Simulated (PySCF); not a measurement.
## Correlation energy of Pr(2+) (praseodymium, charge +2)

[Xe] 4f2 6s1, one real determinant (an excited configuration). Computed with PySCF 2.14 in cc-pVDZ-X2C, with the spin-free X2C one-electron Hamiltonian (Gaussian nucleus). Frozen: [Kr] 4d10; 11 electrons correlated.

```
  level  correlation energy (mhartree)
   CCSD                        -254.58
    (T)                          -8.68
CCSD(T)                        -263.26
```

Diagnostics: T1 = 0.0080, D1 = 0.0270, largest double amplitude 0.087.

The real determinant used has ⟨L²⟩ near 24 against 30 for a pure H term, so it mixes terms. Spin-orbit coupling, absent here, splits the open shell strongly.

Cost of the coupled-cluster step: about 40 core-seconds, for 11 correlated electrons.

The reference is one real determinant that mixes LS terms of this configuration.
